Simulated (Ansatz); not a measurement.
Rb2H2, relaxed as a singlet with RKS r2SCAN-D4/def2-TZVP in Ansatz, starting from the GFN2-xTB geometry. Force threshold 0.02 eV/Å.

In the def2 sets Rb takes a core potential; there is no spin–orbit coupling. The structure comes from a short search, and lower isomers may exist.

Start:

```xyz
4

Rb    1.854   -0.410    0.396
Rb   -1.853    0.412   -0.396
H     1.299   -0.032   -1.681
H    -1.300    0.030    1.682
```

Problem. Estimate the energy that the relaxation releases and the steps that it takes.

Solution. 21.3 kcal/mol, in 6 steps; 7 s on 4 threads of Intel Xeon on a shared host. No frequencies were taken in this run, so the end may be a saddle point.

Problem. Does the start keep its bonding and symmetry?

Solution. Bonds formed: Rb1–H4, Rb2–H3 (atoms count from 1). Point group C2h at the start, D2h at the end, both within 0.05 Å.

Problem. Predict the relaxed structure.

Solution. 
| atom | x (Å) | y (Å) | z (Å) |
| --- | --- | --- | --- |
| Rb1 | 1.735 | -0.443 | 0.818 |
| Rb2 | -1.735 | 0.443 | -0.818 |
| H3 | 0.775 | 0.061 | -1.610 |
| H4 | -0.775 | -0.061 | 1.610 |
Bond lengths (bridged metal pairs left out): 4 × H–Rb 2.66 Å.
